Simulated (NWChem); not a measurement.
System: C3H7NSi; SMILES C[C@H]([SiH3])C#N

NWChem input:

```
start job
memory heap 200 mb stack 900 mb global 1100 mb
geometry units angstroms noautosym nocenter noautoz
  C     -1.802457     0.119491     0.208545
  C     -0.399833     0.120636    -0.447650
  Si     0.641254    -1.413982     0.059424
  C      0.344913     1.336772    -0.129844
  N      0.949704     2.289415     0.149904
  H     -2.387032     0.986705    -0.115146
  H     -1.727276     0.150984     1.299939
  H     -2.348702    -0.786523    -0.072893
  H     -0.512985     0.077729    -1.540070
  H      0.829628    -1.415387     1.531687
  H      1.957296    -1.384989    -0.625145
  H     -0.110866    -2.630550    -0.348615
end
basis spherical
  C library 6-31g*
  Si library 6-31g*
  N library 6-31g*
  H library 6-31g*
end
dft
  xc b3lyp
  iterations 150
end
property
  shielding
end
task dft property
```

All runs use the structure optimised with B3LYP/6-31G* (spherical d).

GIAO values for the isolated, static molecule; σ is the absolute isotropic shielding, δ = σ(reference) − σ with the isolated reference molecule computed at the same levels (13C: tetramethylsilane, 1H: tetramethylsilane, 15N: ammonia, 29Si: tetramethylsilane).

Atoms are numbered as in the input.

Problem. What results follow from this input? (B3LYP/6-31G* (spherical d), GIAO.) Quantities: δ C1 (ppm); δ Si3 (ppm); δ C4 (ppm); δ N5 (ppm); δ H6 (rotor mean) (ppm); δ H9 (ppm); δ H10 (rotor mean) (ppm).

Solution. 
```yaml
"δ C1 (ppm)": 16.0
"δ Si3 (ppm)": -24.5
"δ C4 (ppm)": 108.7
"δ N5 (ppm)": 254.3
"δ H6 (rotor mean) (ppm)": 1.29
"δ H9 (ppm)": 1.62
"δ H10 (rotor mean) (ppm)": 4.18
```
